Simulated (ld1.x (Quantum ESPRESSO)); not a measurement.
# bismuth (Bi), TM: configuration errors across variants

| Property | Result |
| --- | --- |
| Element | Bi |
| Generator | ld1.x (Quantum ESPRESSO) 7.5 |
| Type | norm-conserving Troullier–Martins (Kleinman–Bylander form) |
| Functional | PBE |
| Relativity | scalar-relativistic |
| Frozen core | [Xe] 4f14 5d10 |
| Valence charge | 5 |
| Reference configuration | 6s2 6p3 |
| Partial waves | 6s (bound): rc 1.95 bohr; 6p (bound): rc 2.10 bohr; 6d channel at 0.35 Ry: rc 2.15 bohr |
| Local potential | all-electron potential smoothed inside 1.60 bohr (lloc = -1) |
| Core correction | a·sin(br)/r model core inside 1.80 bohr |

All-electron excitation energies from the reference (eV): (1) 6s2 6p2 7.913; (2) 6s2 6p0 46.502; (3) 6s1 6p0 91.907; (4) 6s2 6p3.3 -1.094; (5) 6s2 6p2.5 3.097.

Tests that are not counted but printed errors over 1 eV. “base”: 6s2 6p1 (solver errors, printed error -2.6 eV); 6s1 6p3 (solver errors, printed error -65.9 eV). “wave 6d channel at 0.35 Ry: rc 2.15 bohr becomes 6d channel at 0.35 Ry: rc 1.68 bohr”: 6s2 6p1 (solver errors, printed error -2.6 eV); 6s1 6p3 (solver errors, printed error -65.9 eV). “wave 6s (bound): rc 1.95 bohr becomes 6s (bound): rc 1.36 bohr”: 6s2 6p1 (solver errors, printed error -2.6 eV); 6s1 6p3 (solver errors, printed error -67.4 eV). “core correction a·sin(br)/r model core inside 1.78 bohr”: 6s2 6p1 (solver errors, printed error -2.6 eV); 6s1 6p3 (solver errors, printed error -69.2 eV). “local potential all-electron potential smoothed inside 1.84 bohr (lloc = -1)”: 6s1 6p0 (solver errors, printed error -6.7 eV).

3 further variants failed, have other tests or too few solved ones, and are left out.

A true bound ghost makes a file unfit for plane-wave use even where its test errors are small: the radial tests pick states by their node count and pass the ghost by. Where a test does run into it, the solver fails or the error is huge.

Errors AE − PS in meV (a dash: test not solved or not reliable):

```tsv
change	(1)	(2)	(3)	(4)	(5)	bound ghosts
base	-22	-269	-878	-0.4	-5.3	d, s, p
all radii but the core radius scaled by about 1.39 (s 2.70, p 2.92, d 2.98 bohr); local potential all-electron potential smoothed inside 2.22 bohr (lloc = -1)	-9.6	-245	-880	+0.5	-2.4	none
wave 6d channel at 0.35 Ry: rc 2.15 bohr becomes 6d channel at 0.35 Ry: rc 1.68 bohr	-22	-269	-878	-0.4	-5.3	s, d, p
wave 6s (bound): rc 1.95 bohr becomes 6s (bound): rc 1.36 bohr	-22	-287	-948	-0.4	-5.4	d, s, p
core correction a·sin(br)/r model core inside 1.78 bohr	-22	-268	-878	-0.4	-5.3	d, s, p
local potential all-electron potential smoothed inside 2.10 bohr (lloc = -1)	-9.0	-224	-745	+0.5	-2.3	d, s
local potential all-electron potential smoothed inside 1.84 bohr (lloc = -1)	-8.1	-279	–	+0.6	-2.0	d, s
wave 6d channel at 0.35 Ry: rc 2.15 bohr becomes 6d channel at 4.34 Ry: rc 2.15 bohr	-22	-269	-878	-0.4	-5.3	s, p
wave 6d channel at 0.35 Ry: rc 2.15 bohr becomes 6d channel at 6.85 Ry: rc 2.15 bohr	-22	-269	-878	-0.4	-5.3	s, d, p
```

(1) Give the same row for: wave 6p (bound): rc 2.10 bohr becomes 6p (bound): rc 1.50 bohr.

Answers

(1) -55, -328, -998, –, -16; bound ghosts: p, d, s.
